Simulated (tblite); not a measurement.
Compound: C3H7FOSi.
Geometry (GFN2-xTB, Å), atoms numbered from 1 in this order:
```
atom  x, y, z in Å
O1     2.3813    0.3258   -1.1282
Si2    1.9879   -0.2763    0.3317
C3     0.1262   -0.2418    0.6144
C4    -0.7725    0.0559   -0.3129
C5    -2.2565    0.0711   -0.1157
F6    -2.6177   -0.2345    1.1722
H7     2.1627    1.2180   -1.3824
H8     2.6219    0.5049    1.3987
H9     2.4967   -1.6363    0.2236
H10   -0.2398   -0.4960    1.6004
H11   -0.4794    0.3141   -1.3227
H12   -2.6715    1.0646   -0.3323
H13   -2.7436   -0.6689   -0.7645
```

Computed values, GFN2-xTB/tblite, gas phase, harmonic and unscaled. The method is semi-empirical: single wavenumbers can be off by several per cent or more. Modes of hydrogen on silicon can be 10 to 20 % off. One conformer, not necessarily the lowest.

Harmonic wavenumbers (cm⁻¹): 44.8, 114.0, 117.6, 173.6, 184.5, 253.8, 344.3, 502.7, 563.8, 599.7, 681.5, 723.1, 768.6, 784.7, 813.3, 902.3, 957.6, 959.6, 1027.8, 1089.3, 1201.7, 1209.4, 1300.2, 1318.7, 1427.5, 1687.6, 2223.8, 2320.1, 2896.6, 2915.5, 3046.4, 3062.6, 3673.4.

A = 8466, B = 1119, C = 1011 MHz; mass 106.025 u (most abundant isotopes); point group C1, symmetry number 1.

**Question.** Zero-point energy?

**Answer.** ½Σν̃ = 19945 cm⁻¹ = 238.60 kJ/mol.

**Question.** Entropy at 200 K, 1 bar (ideal gas, RRHO, classical rotation)?

**Answer.** Translation 158.72, rotation 111.79, vibration 62.40: S = 332.9 J/(mol K).

**Question.** And Cp and H(200 K) − H(0)?

**Answer.** Cp = 98.56 J/(mol K), of which vibrations give 65.30 (their classical limit is 33 R = 274.4); H(200 K) − H(0) = 13.43 kJ/mol without the zero-point energy, 6.78 from vibrations.

**Question.** How do the functions run with temperature in this model?

**Answer.** 
```
T (K)  S (J/(mol K))  Cp (J/(mol K))  H − H(0) (kJ/mol)  G − H(0) (kJ/mol)  ln q(vib)
  100          275.8            69.6               5.04             -22.55       1.36
  300          378.7           129.2              24.83             -88.78       5.44
  500          457.1           178.6              55.95            -172.60       9.32
  800          551.6           222.7             116.77            -324.49      14.70
 1000          603.4           241.4             163.28            -440.11      17.96
```

q(vib) and H(0) count from the zero-point level.

**Question.** What must be added to the electronic energy to get the Gibbs energy at 200 K and 1 bar?

**Answer.** ZPE + [H(200 K) − H(0)] − T·S = 238.60 + 13.43 − 66.58 = 185.45 kJ/mol.

Hindered rotation and anharmonicity are outside this model. Other conformers, if any are populated, would add a mixing term that is left out. The structure is chiral; the term R ln 2 for an equal mix with its mirror image is left out.

Time: 0.89 s of wall time. Hardware: one thread, Intel Xeon at 2.50 GHz (x86_64), shared host with 64 logical CPUs at a one-minute load of 61. This covers the Hessian and the dipole derivatives.
